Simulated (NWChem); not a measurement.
Species: GaF3; SMILES [F][Ga]([F])[F]

```xyz
4

Ga     0.0000     0.0000     0.0000
F     -1.6856     0.4564     0.0000
F      1.2380     1.2316     0.0000
F      0.4476    -1.6880     0.0000
```
Atoms are numbered in this order, from 1.

Computed with NWChem. Pople sets run with spherical d functions. The geometry was optimised at PBE-D3(BJ)/def2-SVP. Static field.

```
level              basis functions  isotropic polarisability (bohr³)  anisotropy (bohr³)
-----------------  ---------------  --------------------------------  ------------------
B3LYP/6-31G*                    74                              19.5                 6.3
B3LYP/def2-SVP                  74                              18.4                 6.4
B3LYP/def2-SVPD                107                              24.8                 6.8
B3LYP/def2-TZVP                141                              22.3                 7.2
B3LYP/aug-cc-pVDZ              105                              24.4                 7.5
B3LYP/def2-TZVPD               174                              25.6                 7.2
```
